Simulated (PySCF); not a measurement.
CH7NO2Si2.
Bonds: O1–C2 (double), C2–O3, O3–Si4, Si4–N5, N5–Si6. Hydrogens: H7 on C2; H8, H9 on Si4; H10 on N5; H11, H12, H13 on Si6.

Method: PySCF, PBE0-D3(BJ)/def2-SVP geometry optimisation, gas phase.

Question: List the bond lengths, angles and torsions at this level.

Answer: 
```
                     bond  length (Å)
                    O1=C2       1.201
                    C2–O3       1.325
                   O3–Si4       1.730
                   Si4–N5       1.720
                   N5–Si6       1.748
                    C2–H7       1.111
           Si4–H8, Si4–H9       1.483
                   N5–H10       1.017
Si6–H11, Si6–H12, Si6–H13       1.494
```

Bonds in one row agree within 0.01 Å and their mean is given. A selection of angles:
```
      angle  degrees
   O1–C2–O3    124.4
   O1–C2–H7    124.1
   O3–C2–H7    111.5
  C2–O3–Si4    118.4
  O3–Si4–N5    107.6
  O3–Si4–H8    107.4
  N5–Si4–H8    109.7
  H8–Si4–H9    114.8
 Si4–N5–Si6    128.2
 Si4–N5–H10    115.3
 Si6–N5–H10    115.7
 N5–Si6–H11    110.6
 N5–Si6–H12    106.7
 N5–Si6–H13    112.6
H11–Si6–H12    110.0
H11–Si6–H13    107.7
```

Dihedral angles: O1–C2–O3–Si4 0° (synperiplanar); C2–O3–Si4–N5 180° (antiperiplanar); O3–Si4–N5–Si6 -85° (synclinal). The mirror-image conformer, all signs reversed, is as good.

The N–Si distances run from 1.720 Å (Si4–N5, drawn single) to 1.748 Å (N5–Si6, drawn single), a spread of 0.028 Å. The 2 C–O bonds span 1.201 Å (O1=C2, drawn double) to 1.325 Å (C2–O3, drawn single), a spread of 0.124 Å. Si4 (oxygen-bound silicon) is distorted tetrahedral (angles from 107.4° to 114.8°). Si6 (SiH3 silicon) is tetrahedral (angles from 106.7° to 112.6°). N5 (nitrogen bridging silicon atoms) is planar (angles 128.2°, 115.7° and 115.3°, sum 359.3°, 0.07 Å off the plane of its three neighbours). O3 (oxygen singly bound to a carbonyl carbon) is bent (angle 118.4°).

Point group: C1 (no symmetry element, even within 0.4 Å). Whether it is a minimum is left open (no frequencies). The numbers are those of one conformer.
